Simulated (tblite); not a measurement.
Compound: C4H4F4OSi.
Numbering: `[O:1]=[CH:2]/[C:3](=[CH:4]\[C:5]([F:6])([F:7])[F:8])[SiH2:9][F:10]` (hydrogens: H11 on C2; H12 on C4; H13, H14 on Si9)

Computed with GFN2-xTB (tblite), gas phase: L-BFGS steps from a force-field or distance-geometry start until the largest atomic force falls under 0.01 eV/Å.

Geometry at step 2:
```
atom  x, y, z in Å
O1      0.5453    2.3078    1.0265
C2     -0.2230    1.4667    0.6141
C3      0.3080    0.2163    0.0920
C4     -0.4210   -0.7657   -0.4004
C5     -1.9130   -0.7030   -0.4030
F6     -2.3536   -0.8463    0.8688
F7     -2.4051    0.4344   -0.9528
F8     -2.3498   -1.7471   -1.1040
Si9     2.1942   -0.0006    0.0880
F10     2.5441   -1.0384    1.2800
H11    -1.3185    1.6578    0.6588
H12     0.0489   -1.6647   -0.7603
H13     2.5087   -0.6107   -1.2065
H14     2.8339    1.2928    0.1768
```

Question: Give the atomic forces at this geometry.

Answer: 
| atom | Fx (eV/Å) | Fy (eV/Å) | Fz (eV/Å) |
| --- | --- | --- | --- |
| O1 | -0.366 | -0.096 | -0.075 |
| C2 | 0.234 | 0.878 | 0.538 |
| C3 | 0.676 | -0.001 | 0.090 |
| C4 | -0.151 | 0.149 | -0.040 |
| C5 | 0.604 | -0.405 | -0.064 |
| F6 | -0.458 | 0.352 | -0.484 |
| F7 | -0.135 | -0.751 | 0.422 |
| F8 | -0.836 | -0.007 | -0.157 |
| Si9 | 0.253 | 0.211 | -0.181 |
| F10 | -0.087 | 0.376 | -0.400 |
| H11 | 0.355 | -0.251 | -0.085 |
| H12 | -0.275 | -0.165 | -0.102 |
| H13 | 0.032 | -0.199 | 0.243 |
| H14 | 0.155 | -0.091 | 0.297 |

The largest, 1.06 eV/Å, acts on C2; the rms over all components is 0.357 eV/Å. The forces sum to zero within rounding, as they must for an isolated molecule in no field.

Question: Give the force on C2 in Eh/bohr and in nN.

Answer: 1.056 eV/Å ÷ 51.422 = 0.02054 Eh/bohr, and 1.056 eV/Å × 1.602 = 1.69 nN.

Question: How far is this geometry from the end of the optimisation?

Answer: 0.358 eV above it, and 0.793 Å rms away after alignment. The bonds farthest from their final lengths, with half the difference of the two atoms' forces along the bond (positive lengthens):

```
   bond  now (Å)  final (Å)  force along bond (eV/Å)
Si9–H13    1.465      1.450                    -0.13
  C3=C4    1.318      1.332                    +0.20
 C2–H11    1.113      1.100                    -0.17
  C2–C3    1.455      1.468                    +0.54
  C5–F7    1.356      1.346                    -0.11
  C4–C5    1.493      1.502                    -0.39
```

The angle farthest from its final value is F10–Si9–H14, 115.6° against 105.9°.

Of the 5 listed bonds off by 0.010 Å or more, this force points towards the final length in 5.

The cost below is that of the whole relaxation. On Intel Xeon at 2.50 GHz, one thread, no GPU, shared host with 64 logical CPUs at a one-minute load of 57, this took 6.3 s wall, 4.1 s CPU.
